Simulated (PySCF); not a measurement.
Simulation results for AlB₂H₅N, B₂FH₅N

Calculation on a computer-drawn molecule: optimised geometry and harmonic frequencies of an isolated molecule of the commonest isotopes, restricted reference for singlets and unrestricted otherwise, frozen core in MP2. Program: PySCF 2.14.0.

Common to all runs: multiplicity 1; method HF.

(1) AlB₂H₅N

Start structure:
```xyz
9
AlB2H5N
B     -0.5709    -0.3880     1.1050
N     -0.5017     0.9847     0.7214
B      0.2370     0.3995    -0.2781
Al     1.2525     0.5588    -2.2990
H     -0.9499    -0.8826     2.1346
H      0.0881    -0.9456     0.2231
H     -0.8103     1.8488     0.9936
H      1.3868     1.9520    -2.9281
H      1.8339    -0.7617    -2.8469
```

Settings of this run: charge 1 and basis cc-pV(D+d)Z.

Results for AlB₂H₅N: rotational constants 26.69, 2.11, 1.956 GHz; total energy -348.4321 hartree; convergence status largest gradient component 1.784e-05 hartree/bohr.

Drawn bonds:
```csv
atom,other atom,order
1,2,1
2,3,1
3,4,1
1,5,1
1,6,1
2,7,1
4,8,1
4,9,1
```

Optimised structure:
```xyz
9
AlB2H5N
B     -0.5677    -0.5524     1.2853
N     -0.3850     0.7356     0.5861
B      0.2682     0.7720    -0.5765
Al     1.3695     0.7678    -2.5177
H     -1.1528    -0.5477     2.3150
H     -0.1102    -1.5191     0.7624
H     -0.7611     1.5744     1.0037
H      1.4721     2.1977    -3.1195
H      1.8326    -0.6625    -2.9133
```

Modes:
```csv
frequency (cm⁻¹),reduced mass (dalton)
77.8,1.171
105.2,2.803
213.9,1.753
292,2.169
371.8,1.923
381.9,5.065
543.7,1.779
608.9,1.207
763.3,1.063
771.4,1.135
941.9,1.3
1059,3.647
1094,1.353
1280,1.214
1340,1.209
1643,7.892
2088,1.017
2123,1.069
2754,1.049
2886,1.136
3732,1.076
```

(2) B₂FH₅N

Start structure:
```xyz
9
B2FH5N
B     -1.3603     0.2800    -1.7509
N     -0.7377     0.2384    -0.5783
B      0.7048     0.6262    -0.1346
F      1.3957     1.1519    -1.1737
H     -2.5815    -0.0402    -1.8489
H     -0.8454     0.6540    -2.7096
H     -1.2908    -0.0781     0.1484
H      1.2363    -0.3418     0.3234
H      0.5980     1.5054     0.7416
```

Settings of this run: charge -1 and basis aug-cc-pVDZ.

The calculation gives: rotational constants 16.52, 5.287, 4.143 GHz; total energy -206.2991 hartree; convergence status largest gradient component 2.63e-05 hartree/bohr.

Drawn bonds:
```csv
atom,other atom,order
1,2,1
2,3,1
3,4,1
1,5,1
1,6,1
2,7,1
3,8,1
3,9,1
```

Optimised structure:
```xyz
9
B2FH5N
B     -1.3963     0.2922    -1.7760
N     -0.7578     0.2539    -0.5600
B      0.6865     0.6382    -0.1029
F      1.4197     1.1521    -1.2349
H     -2.5597    -0.0749    -1.8631
H     -0.8494     0.6795    -2.7804
H     -1.3133    -0.0858     0.2002
H      1.2671    -0.3717     0.3475
H      0.6224     1.5123     0.7871
```

Modes:
```csv
frequency (cm⁻¹),reduced mass (dalton)
39.64,1.593
227.4,4.005
348.9,1.387
522.5,3.585
782.1,3.407
855.9,1.042
912.9,3.197
1006,1.635
1022,1.544
1036,1.078
1072,1.375
1241,1.232
1252,1.379
1295,1.124
1382,1.324
1562,3.224
2225,1.104
2299,1.043
2477,1.084
2605,1.095
3786,1.074
```
